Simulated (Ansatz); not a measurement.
Basis sets compared for Ge3 (the lowest singlet isomer of a short search). Total charge 0; singlet. Geometry PBE-D4/def2-TZVP. Ansatz on 2 threads of Intel Xeon Platinum 8488C on a shared host; times are rough, and most runs start from earlier orbitals.

```xyz
3

Ge   -0.850    1.372   -0.336
Ge    1.165   -0.522    1.044
Ge   -0.315   -0.850   -0.708
```

The 6-31G sets use Cartesian d functions. B3LYP takes the VWN-RPA correlation. The order of the spin states hangs on the level: the triplet lies 0.12 eV below the singlet at PBE0-D4/def2-TZVP, but 0.02 eV above it at PBE-D4/def2-TZVP. The structure comes from a short search, and lower isomers may exist.

```tsv
level	functions	energy (Eh)	HOMO (eV)	LUMO (eV)	wall time
PBE-D4/def2-SVP	96	-6229.2823	-5.27	-4.04	0.85 s
PBE-D4/def2-TZVP	144	-6230.0659	-5.23	-4.00	2.1 s
r2SCAN-D4/def2-TZVP (with forces)	144	-6230.9569	-5.49	-4.07	3.6 s
B3LYP-D4/6-31G	87	-6230.0699	-5.96	-3.62	1.9 s
B3LYP-D4/def2-TZVP	144	-6231.1340	-5.85	-3.49	3.2 s
PBE0-D4/def2-SVP	96	-6229.4216	-6.14	-3.45	2 s
PBE0-D4/def2-TZVP	144	-6230.2039	-6.09	-3.39	3.5 s
```

Task: Estimate the rows for PBE-D4/def2-TZVPD, r2SCAN-D4/def2-TZVPD, PBE0-D4/def2-TZVPD.

Result: 
```json
{"level": "PBE-D4/def2-TZVPD", "functions": "162", "energy (Eh)": "-6230.0671", "HOMO (eV)": "-5.27", "LUMO (eV)": "-4.05", "wall time": "2.2 s"}
{"level": "r2SCAN-D4/def2-TZVPD", "functions": "162", "energy (Eh)": "-6230.9578", "HOMO (eV)": "-5.51", "LUMO (eV)": "-4.10", "wall time": "4.3 s"}
{"level": "PBE0-D4/def2-TZVPD", "functions": "162", "energy (Eh)": "-6230.2050", "HOMO (eV)": "-6.11", "LUMO (eV)": "-3.43", "wall time": "4.9 s"}
```
